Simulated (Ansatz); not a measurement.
A nudged elastic band was laid between two geometries of AlFH$_{6}$N$_{2}$ (10 atoms, charge 0, multiplicity 1).

Method: Ansatz 0.2.0, RKS BHLYP/6-31G*.

```json
{"movable images": "7", "climbing image": "yes", "spring": "5.0 eV/Å²", "optimiser": "quadratic models (default)", "start path": "through a guess of the saddle point", "force threshold": "0.05 eV/Å", "iteration limit": "60", "end points": "relaxed"}
```

Image 0:

```xyz
10
Properties=species:S:1:pos:R:3
Al 0.028 0.027 -0.009
H 0.031 -0.348 1.548
N 1.566 0.008 -0.903
H 1.657 0.020 -1.901
H 2.471 -0.052 -0.477
N -1.512 -0.111 -0.890
H -2.385 -0.357 -0.461
H -1.632 -0.017 -1.881
F -0.031 2.001 0.781
H -0.055 1.728 1.675
```

Image 8:

```xyz
10
Properties=species:S:1:pos:R:3
Al 0.011 0.630 -0.667
H 0.006 0.418 3.055
N 1.572 -0.026 -1.153
H 1.710 -0.813 -1.758
H 2.453 0.338 -0.844
N -1.534 -0.012 -1.216
H -1.654 -0.804 -1.819
H -2.424 0.366 -0.950
F -0.004 1.925 0.354
H 0.000 0.876 2.480
```

(1) Which bonds break or form, and what moves?

(2) What energy profile does the band end with?

(3) What is the geometry of the highest image?

The band took 29 iterations and about 10 core-minutes.

## Answers

(1) Bonds broken: Al1–H2, F9–H10. Bonds formed: H2–H10. AlFH6N2 becomes AlFH4N2 + H2.

(2) The forces met the threshold. The highest image is number 2 of 0 to 8, 0.123 eV above the first end and 1.804 eV above the last; the last end lies 1.681 eV below the first. The profile has 2 maxima (images 2, 6) with wells between them (image 4): this band takes more than one step, which may be the mechanism or a detour left from its start path. Neighbouring images differ by up to 1.6 eV, so the band resolves the path poorly. A vibrational analysis at the climbing image gives one clearly imaginary mode, 684i cm⁻¹: a first-order saddle point. The orbitals stay closed-shell, which can raise the energy where a bond breaks towards radicals; this wasn't checked here.

| image | path coordinate (Å) | energy (eV) | Al1–H2 (Å) | F9–H10 (Å) | H2–H10 (Å) |
| --- | --- | --- | --- | --- | --- |
| 0 | 0.00 | 0.000 | 1.60 | 0.94 | 2.08 |
| 1 | 0.67 | 0.014 | 1.61 | 0.94 | 1.89 |
| 2 | 1.33 | 0.123 | 1.71 | 1.05 | 1.22 |
| 3 | 2.37 | -1.484 | 2.37 | 2.03 | 0.74 |
| 4 | 3.41 | -1.665 | 3.09 | 2.41 | 0.74 |
| 5 | 4.45 | -1.615 | 3.51 | 2.30 | 0.74 |
| 6 | 5.47 | -1.481 | 3.57 | 2.38 | 0.74 |
| 7 | 6.50 | -1.607 | 3.52 | 2.49 | 0.74 |
| 8 | 7.52 | -1.681 | 3.73 | 2.37 | 0.74 |

(3) 
```xyz
10
Properties=species:S:1:pos:R:3:forces:R:3
Al 0.011 0.255 -0.090 0.00 0.00 0.00
H -0.140 -0.065 1.578 0.00 0.00 0.00
N 1.567 0.088 -0.918 0.00 0.00 0.00
H 1.746 -0.575 -1.648 0.00 0.00 0.00
H 2.412 0.563 -0.665 0.00 0.00 0.00
N -1.528 -0.084 -0.892 0.00 0.00 0.00
H -2.368 -0.352 -0.416 0.00 0.00 0.00
H -1.694 -0.003 -1.878 0.00 0.00 0.00
F 0.139 1.920 0.855 0.00 0.00 0.00
H -0.008 1.152 1.557 0.00 0.00 0.00
```

The run took 9.9 min on 1 thread of Arm Neoverse V2, on a shared host, peak memory 0.15 GiB.
